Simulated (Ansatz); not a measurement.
```yaml
crystal:
  periodic: [false, false, false]
  atoms:
    - {symbol: Si, position_ang: [-0.336033, 1.308634, -1.002212]}
    - {symbol: N, position_ang: [-0.148103, -0.036800, -0.126238]}
    - {symbol: Si, position_ang: [0.619439, -0.130341, 1.498527]}
    - {symbol: In, position_ang: [-0.629321, -1.943359, -1.103635]}
    - {symbol: H, position_ang: [-1.060428, 1.157853, -2.221583]}
    - {symbol: H, position_ang: [-1.449802, 2.563710, -0.241376]}
    - {symbol: H, position_ang: [0.957950, 2.034935, -1.188862]}
    - {symbol: H, position_ang: [-0.221899, 0.917000, 2.731072]}
    - {symbol: H, position_ang: [1.915191, 0.716341, 1.436818]}
    - {symbol: H, position_ang: [0.925678, -1.390576, 2.131259]}
    - {symbol: H, position_ang: [-1.327803, -1.981476, -2.204447]}
    - {symbol: H, position_ang: [-0.178210, -3.387860, 0.306290]}
basis:
  gaussian: {orbitals: def2-TZVPP, fitting: {mean_field: cc-pVTZ-jkfit}}
hamiltonian: {xc: {name: r2SCAN0}}
output: {forces: true}
```

```sh
$ ansatz run in.yaml --threads 4 --pin off --events-out ev --progress --plain --max-ram 10444MiB
```

How does Ansatz answer? (Estimate.)

The calculation gave: The input was rejected before any iteration.
```
Functional definition: r2SCAN0
Error: <dir> the basis set cc-pVTZ-JKFIT has no functions for In
```
